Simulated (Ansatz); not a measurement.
Reaction (formal exchange of groups at a C–Si bond): `C[SiH2][O][GaH2]` + `FC1(F)N[SiH2]1` → `C[SiH]1NC1(F)F` + `[SiH3][O][GaH2]`

Program: Ansatz. Geometries: PBE0-D4/def2-TZVP. ΔE: electronic, gas phase. CCSD(T)/CBS adds triple-zeta CCSD(T) − MP2 to the extrapolated MP2 energy (def2 sets, frozen cores). DFT in def2-TZVPP. For Ga outer-core shells are correlated without core-valence functions, which leaves a few kJ/mol of doubt a bond. Scalar relativity is left out up to krypton. Each species was taken in one conformer, which may not be the lowest.

| level | ΔE (kJ/mol) |
| --- | --- |
| r2SCANh-D4 | -7.9 |
| PBE0 | -8.7 |
| RPA@PBE/def2-TZVPP | -7.8 |
| SCS-MP2/def2-TZVPP | -8.5 |

What does CCSD(T)/CBS give? (An estimate is asked.)

The calculation gave: -7.4 kJ/mol. The listed levels differ from it by -0.5, -1.3, -0.4, -1.1 kJ/mol.

Largest T1 diagnostic among the species: 0.014.

Leaving LDA and LC-ωPBE aside and taking each functional with its dispersion term where it has one, the values, not all of them listed here, spread over 2.2 kJ/mol, from B2PLYP to revPBE-D4.

CCSD(T)/CBS has its own doubt, a few kJ/mol and more with outer-core shells, so smaller differences from it don't rank the levels.
